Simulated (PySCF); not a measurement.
HNSi, SMILES N#[SiH]. Geometry: B3LYP-D3(BJ)/def2-TZVPD.

PySCF with TDDFT-PBE/def2-TZVPD puts the lowest singlet excitations at 3.91, 3.91, 3.94, 4.14, 4.14, 4.62 eV.

### Question
What are the lowest excitation roots from ADC(2)/aug-cc-pVDZ run with PySCF 2.14.0? (Estimate from the structure and the level; the computed values follow.)

### Answer
4.23, 4.23, 4.26, 4.45, 4.45, 4.48 eV. S1 differs by 0.31 eV (second minus first; roots are paired by order, and the bases may differ).
